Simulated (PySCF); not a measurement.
BF₂H₂Si (calculated)

Calculation on a computer-drawn molecule: optimised geometry and harmonic frequencies of an isolated molecule of the commonest isotopes, restricted reference for singlets and unrestricted otherwise, frozen core in MP2. Program: PySCF 2.14.0.

BF₂H₂Si

Start structure:
```xyz
6
BF2H2Si
F     -1.8711     2.3696     0.4057
B     -0.8337     1.9425    -0.0524
Si     0.7226     1.5722     1.0122
F      1.8961     0.9547     0.1399
H     -0.8508     1.6597    -1.2652
H      1.3305     1.6322     2.3474
```

Settings of this run: charge 1, multiplicity 1, method HF and basis cc-pV(D+d)Z.

Drawn bonds:
```csv
atom,other atom,order
1,2,1
2,3,1
3,4,1
2,5,1
3,6,1
```

Q: What rotational constants does the calculation give for BF₂H₂Si?
A: 25.11, 2.597, 2.354 GHz

Q: Give the missing total energy for BF₂H₂Si.
A: -513.4448 hartree

Further results for BF₂H₂Si:

- convergence status largest gradient component: 1.182e-05 hartree/bohr

Optimised structure:
```xyz
6
BF2H2Si
F     -1.8515     2.4028     0.5676
B     -0.8952     1.9163    -0.1533
Si     0.8508     1.5127     0.9533
F      2.0543     0.8997     0.1671
H     -0.9260     1.6949    -1.3153
H      1.1611     1.7044     2.3683
```

Modes:
```csv
frequency (cm⁻¹),reduced mass (dalton)
36.43,4.413
158.8,6.535
301.4,13.51
511.7,1.199
620.1,5.011
843.5,1.572
859.5,1.143
1016,8.216
1115,1.284
1399,8.33
2445,1.045
2875,1.102
```
